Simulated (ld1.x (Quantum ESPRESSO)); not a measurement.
**Ga, ultrasoft: configuration errors across variants**

* Element: gallium (Ga)
* Generator: ld1.x (Quantum ESPRESSO) 7.5
* Type: ultrasoft
* Functional: PBE
* Relativity: scalar-relativistic
* Frozen core: [Ar] 3d10
* Valence charge: 3
* Reference configuration: 4s2 4p1
* Partial waves: 4s (bound): rcut 1.65, rcutus 2.10 bohr; 4s channel at 0.45 Ry: rcut 1.65, rcutus 2.10 bohr; 4p (bound): rcut 2.30, rcutus 2.70 bohr; 4p channel at 3.15 Ry: rcut 2.30, rcutus 2.70 bohr
* Local potential: all-electron potential smoothed inside 2.55 bohr (lloc = -1)
* Core correction: a·sin(br)/r model core, default radius (core density twice the valence density)
* Augmentation charge: PSQ, inside the norm-conserving radii

All-electron excitation energies from the reference (eV): (1) 4s2 4p0 5.688; (2) 4s1 4p0 26.816; (3) 4s2 4p0.5 2.030; (4) 4s1 4p1 13.060.

The default core radius of the base comes out at 1.55 bohr.

4 further variants failed, have other tests or another functional or relativity, and are left out.

Errors AE − PS in meV (a dash: test not solved or not reliable):

```csv
change,(1),(2),(3),(4),bound ghosts
base,-13,-187,-1.9,-55,none
"augmentation PSQ, radius 1.60 bohr",-12,-186,-1.8,-52,none
local potential all-electron potential smoothed inside 1.82 bohr (lloc = -1),-13,-187,-1.9,-55,none
"waves 4p (bound): rcut 2.08, rcutus 2.20 bohr; 4p channel at 3.15 Ry: rcut 2.08, rcutus 2.20 bohr",-13,-192,-1.9,-51,none
core correction a·sin(br)/r model core inside 1.70 bohr,-13,-185,-1.9,-55,none
local potential all-electron potential smoothed inside 2.05 bohr (lloc = -1),-13,-187,-1.9,-55,none
"wave 4s channel at 0.45 Ry: rcut 1.65, rcutus 2.10 bohr becomes 4s channel at 0.49 Ry: rcut 1.65, rcutus 2.10 bohr",-13,-187,-1.9,-55,none
```

Q: Give the same row for: type TM; waves now 4s (bound): rc 2.10 bohr; 4p (bound): rc 2.70 bohr; local potential all-electron potential smoothed inside 1.70 bohr (lloc = -2).

A: -12, -178, -1.7, -46; bound ghosts: none.
